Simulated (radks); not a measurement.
Values are calculated unless marked as measured or tabulated.
Isoelectronic series with 50 electrons, each ion in its NIST ground configuration. Code: a radial shooting solver on a logarithmic mesh with Libxc functionals. Model: Dirac Kohn-Sham, LDA (Slater exchange, Perdew-Wang correlation), spin-unpolarised, spherical densities, point nucleus; open shells fill j = l - 1/2 first. Total energies (hartree) and mean radii <r> (bohr):

ion        configuration  E (hartree)   4d5/2   4d3/2   4p3/2   4p1/2
Sn     [Kr] 4d10 5s2 5p2  -6173.68569   1.108   1.093  0.8957  0.8653
Te2+   [Kr] 4d10 5s2 5p2  -6790.18645  0.9748  0.9626  0.8302  0.8011
Xe4+   [Kr] 4d10 5s2 5p2  -7440.39980  0.8753  0.8647  0.7727  0.7447
Ba6+   [Kr] 4d10 5s2 5p2   -8124.6048  0.7971  0.7875  0.7221  0.6950
Ce8+   [Kr] 4d10 5s2 5p2   -8843.1698  0.7334  0.7245  0.6776  0.6510
Nd10+  [Kr] 4d10 4f2 5s2   -9596.6622  0.6922  0.6832  0.6445  0.6175
Sm12+  [Kr] 4d10 4f2 5s2  -10386.3874  0.6458  0.6372  0.6092  0.5825
Gd14+  [Kr] 4d10 4f2 5s2  -11212.0946  0.6055  0.5971  0.5773  0.5509
Dy16+      [Kr] 4d10 4f4  -12075.2914  0.5785  0.5700  0.5537  0.5267
